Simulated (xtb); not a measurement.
xtb input:

```bash
xtb mol.xyz --gfn 2 --sp --chrg 0 --uhf 0
```
mol.xyz:
```
5

Zr     1.17818834    -0.27248729     0.84206112
I     -0.98351670     0.22746431    -0.70292766
H      2.69009413     0.35746587    -0.00120059
H      0.97766812     0.57531380     2.46527255
H      1.33108904    -2.08889655     1.10864912
```

**Question.** Which total energy does the run end on?

**Answer.** -7.03966 Eh (GFN2-xTB).
